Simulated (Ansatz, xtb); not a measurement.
## A geometry optimisation of AlFGeH6Si with r2SCAN-D4/def2-SVP

The starting geometry of this gas-phase singlet was built from a drawn formula by distance geometry and a force field; its bonds are those of `[F][GeH2][SiH2][AlH2]`.

```xyz
10

Al   -0.6097   -0.6370   -0.9171
F    -3.3219    2.5241   -0.8144
Ge   -1.6978    3.0163   -0.5326
Si   -0.2921    1.5690   -1.6523
H    -1.4563    4.4388   -1.0572
H    -1.3661    2.9319    0.9666
H    -0.4867    1.6523   -3.1142
H     1.1362    1.9424   -1.3946
H     0.1949   -1.8302   -1.5195
H    -1.7212   -0.8972    0.2316
```

Q: Predict what becomes of its bonds when it is optimised with r2SCAN-D4/def2-SVP.

A: A new bond forms, giving a structure with F2 bridging Al1 and Ge3, given below by its coordinates. Distances that change by over a tenth: F2–Ge3 (1.72 → 1.93 Å). Contacts that close: Al1–F2 (4.17 → 1.90 Å).

The energy falls by 1.11 eV over 26 steps:

```tsv
step	E − E(last) (eV)
1	1.112
4	0.898
7	0.878
9	0.863
12	0.823
15	0.670
18	0.191
20	0.041
23	0.002
26	0.000
```

Final geometry (Å):

| atom | x (Å) | y (Å) | z (Å) |
| --- | --- | --- | --- |
| Al | -1.2369 | -0.2098 | -0.8643 |
| F | -2.3863 | 1.2122 | -0.3404 |
| Ge | -1.4919 | 2.8730 | -0.7340 |
| Si | 0.3473 | 1.6179 | -1.5723 |
| H | -2.5831 | 3.5070 | -1.6128 |
| H | -1.5511 | 3.4928 | 0.6721 |
| H | 0.5411 | 2.0567 | -2.9907 |
| H | 1.5426 | 2.0445 | -0.7777 |
| H | -1.9775 | -0.9386 | -2.0677 |
| H | -0.8249 | -0.9451 | 0.4839 |

From the same start GFN2-xTB ends elsewhere, differing in F2–Ge3 (2.34 against 1.93 Å here).

No frequencies were run, so the end isn't proven a minimum. Run with Ansatz 0.2.0, 57 s on 2 threads of Intel(R) Xeon(R) 6975P-C (Granite Rapids), with other jobs on the host.
